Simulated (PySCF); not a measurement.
C₂H₆AlFO₂, singlet, geometry from GFN2-xTB (such geometries of metal compounds can be far from the true shape), with bond 11-9 at 1.8 times its length; CASSCF(10,8)/6-31G run with PySCF.

The PySCF input:
```python
from pyscf import gto, scf, mcscf
import numpy

mol = gto.M(
    atom='''
Al    0.22841674    0.27798040    0.26759623
F     0.96172090    1.43733807    1.17979560
O    -0.97606900    0.60991710   -0.80692022
C    -1.88285717    1.40977456   -1.51463594
H    -1.77646261    2.46296550   -1.24864820
H    -1.70138608    1.29344416   -2.58602869
H    -2.90109723    1.08622977   -1.28501146
O     0.79276264   -1.24695326    0.51504863
C     0.82954362   -2.62808812    0.28939755
H     0.09838267   -2.93042025   -0.46224617
H     2.62816140   -3.13030544   -0.32905869
H     0.61321418   -3.14873867    1.22561570
''',
    basis='6-31g',
    verbose=4,
)

mf = scf.RHF(mol)
mf.kernel()
mc = mcscf.CASSCF(mf, 8, 10)
mc.fix_spin_(ss=0.0)
mc.kernel()
occ = numpy.linalg.eigvalsh(mc.fcisolver.make_rdm1(mc.ci, mc.ncas, mc.nelecas))[::-1]
ss = mc.fcisolver.spin_square(mc.ci, mc.ncas, mc.nelecas)[0]
print('natural occupations', occ.round(4), ' <S^2>', round(ss, 4))
```

Output, abridged:

```
PySCF version 2.14.0

[INPUT] verbose = 4
[INPUT] num. atoms = 12
[INPUT] num. electrons = 56
[INPUT] charge = 0
[INPUT] spin (= nelec alpha-beta = 2S) = 0
[INPUT] symmetry False subgroup None
[INPUT] Mole.unit = angstrom
[INPUT] Symbol           X                Y                Z      unit          X                Y                Z       unit  Magmom
[...]
nuclear repulsion = 294.575554095121
number of shells = 44
number of NR pGTOs = 180
number of NR cGTOs = 70
basis = 6-31g
ecp = {}

******** <class 'pyscf.scf.hf.RHF'> ********
method = RHF
initial guess = minao
damping factor = 0
level_shift factor = 0
DIIS = <class 'pyscf.scf.diis.CDIIS'>
diis_start_cycle = 1
diis_space = 8
diis_damp = 0
SCF conv_tol = 1e-09
SCF conv_tol_grad = None
SCF max_cycles = 50
direct_scf = True
direct_scf_tol = 1e-13
Set gradient conv threshold to 3.16228e-05
Initial guess from minao.
init E= -570.481045034663
[...]
cycle= 1 E= -570.040931448667  delta_E= 0.44  |g|= 0.813  |ddm|=    3
[...]
cycle= 2 E= -570.141294346037  delta_E= -0.1  |g|= 0.487  |ddm|= 0.872
[...]
cycle= 3 E= -570.184493242855  delta_E= -0.0432  |g|= 0.047  |ddm|= 0.31
[...]
cycle= 4 E= -570.185390065008  delta_E= -0.000897  |g|= 0.0139  |ddm|= 0.0702
[...]
cycle= 5 E= -570.185454672414  delta_E= -6.46e-05  |g|= 0.0041  |ddm|= 0.0162
[...]
cycle= 6 E= -570.185465050079  delta_E= -1.04e-05  |g|= 0.00136  |ddm|= 0.0085
[...]
cycle= 7 E= -570.185465987179  delta_E= -9.37e-07  |g|= 0.000431  |ddm|= 0.00247
[...]
cycle= 8 E= -570.18546609693  delta_E= -1.1e-07  |g|= 0.00011  |ddm|= 0.000932
[...]
cycle= 9 E= -570.185466103671  delta_E= -6.74e-09  |g|= 4.4e-05  |ddm|= 0.000191
[...]
cycle= 10 E= -570.185466104608  delta_E= -9.37e-10  |g|= 9.05e-06  |ddm|= 7.71e-05
[...]
Extra cycle  E= -570.185466104648  delta_E= -3.96e-11  |g|= 4.82e-06  |ddm|= 1.48e-05
converged SCF energy = -570.185466104648

******** <class 'pyscf.mcscf.mc1step.CASSCF'> ********
CAS (5e+5e, 8o), ncore = 23, nvir = 39
max_cycle_macro = 50
max_cycle_micro = 4
conv_tol = 1e-07
conv_tol_grad = None
orbital rotation max_stepsize = 0.02
orbital rotation threshold for CI restart = 0.01
augmented hessian ah_max_cycle = 30
augmented hessian ah_conv_tol = 1e-12
augmented hessian ah_linear dependence = 1e-14
augmented hessian ah_level shift = 1e-08
augmented hessian ah_start_tol = 2.5
augmented hessian ah_start_cycle = 3
augmented hessian ah_grad_trust_region = 3
kf_trust_region = 3
kf_interval = 4
ci_response_space = 4
ci_grad_trust_region = 3
[...]
CASCI E = -570.221765970798  S^2 = 0.0000000
[...]
               |grad[o]|=0.00145  |grad[c]|=0.00757  |ddm|=0.000545  |maxRot[o]|=0.0601
macro iter  41 (  7 JK    2 micro), CASSCF E = -570.285173955190  dE = -3.83783795e-05  S^2 = 0.0000000
               |grad[o]|=0.00163  |grad[c]|=0.00373  |ddm|=0.000785  |maxRot[o]|=0.0359
macro iter  42 ( 17 JK    4 micro), CASSCF E = -570.285143821429  dE =  3.01337611e-05  S^2 = 0.0000000
               |grad[o]|=0.0016  |grad[c]|=0.0108  |ddm|=0.00213  |maxRot[o]|=0.106
macro iter  43 ( 21 JK    4 micro), CASSCF E = -570.285159364605  dE = -1.55431763e-05  S^2 = 0.0000000
               |grad[o]|=0.00259  |grad[c]|=0.00136  |ddm|=0.000214  |maxRot[o]|=0.0055
macro iter  44 ( 17 JK    4 micro), CASSCF E = -570.285197778811  dE = -3.84142055e-05  S^2 = 0.0000000
               |grad[o]|=0.00182  |grad[c]|=0.00246  |ddm|=0.000457  |maxRot[o]|=0.0376
macro iter  45 (  7 JK    2 micro), CASSCF E = -570.285235108416  dE = -3.73296052e-05  S^2 = 0.0000000
               |grad[o]|=0.00129  |grad[c]|=0.00141  |ddm|=0.000519  |maxRot[o]|=0.0513
macro iter  46 (  7 JK    2 micro), CASSCF E = -570.285280830418  dE = -4.57220015e-05  S^2 = 0.0000000
               |grad[o]|=0.00117  |grad[c]|=0.00373  |ddm|=0.000767  |maxRot[o]|=0.0598
macro iter  47 ( 17 JK    4 micro), CASSCF E = -570.285301966241  dE = -2.11358239e-05  S^2 = 0.0000000
               |grad[o]|=0.0013  |grad[c]|=0.0125  |ddm|=0.0019  |maxRot[o]|=0.101
macro iter  48 (  7 JK    2 micro), CASSCF E = -570.285361387873  dE = -5.94216319e-05  S^2 = 0.0000000
               |grad[o]|=0.0018  |grad[c]|=0.00387  |ddm|=0.00107  |maxRot[o]|=0.0671
macro iter  49 ( 17 JK    4 micro), CASSCF E = -570.285356390819  dE =  4.99705413e-06  S^2 = 0.0000000
               |grad[o]|=0.00156  |grad[c]|=0.0122  |ddm|=0.00336  |maxRot[o]|=0.092
macro iter  50 ( 21 JK    4 micro), CASSCF E = -570.285389054529  dE = -3.26637092e-05  S^2 = 0.0000000
               |grad[o]|=0.00215  |grad[c]|=0.00211  |ddm|=0.000488  |maxRot[o]|=0.00458
1-step CASSCF not converged,  50 macro (567 JK 135 micro) steps
CASSCF canonicalization
Density matrix diagonal elements [1.97137856 1.9857844  1.99764828 1.99395494 1.81151354 0.14817288
 0.0274232  0.0641242 ]
CASSCF energy = -570.285389054529
CASCI E = -570.285389054529  E(CI) = -28.7801370873091  S^2 = 0.0000000
natural occupations [1.9996 1.9989 1.9819 1.9819 1.801  0.2006 0.0183 0.0177]  <S^2> 0.0
```

Convergence was not reached.
